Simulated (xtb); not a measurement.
CH3F2MoNS, SMILES C[N]=[Mo]([F])([F])=[S], multiplicity 1. All values are semi-empirical tight-binding results from xtb (GFN2-xTB unless named), good for trends rather than for accurate numbers. Geometry: GFN2-xTB. The multiplicity is an assumed one; no other spin state was optimised. The structure was generated by enumeration; whether it is a known compound was not checked.

Optimised geometry:

```xyz
9

Mo    -0.2350     0.2486     0.0182
N      0.5792    -0.4637    -1.3344
C      1.3711    -1.2020    -2.2268
H      1.2223    -0.8549    -3.2539
H      2.4309    -1.0851    -1.9700
H      1.1028    -2.2639    -2.1760
S      0.4715    -0.7134     1.8034
F     -1.9752    -0.2170    -0.1002
F      0.3408     1.9542     0.1537
```
Charge 0, spin multiplicity 1.

The geometry has at least one imaginary mode, so it is a saddle point at that level.

For metal compounds this method's bond lengths and energies can be far off.

```yaml
orbital_gap: 2.25 eV
```

Computed atomic charges and the Wiberg bond orders between heavy atoms:
charges (e) Mo1 0.87, N2 -0.31, C3 -0.02, H4 0.09, H5 0.09, H6 0.09, S7 -0.25, F8 -0.28, F9 -0.28. Bond orders Mo1–N2 2.23, N2–C3 1.05, Mo1–S7 2.29, Mo1–F8 1.08, Mo1–F9 1.08.
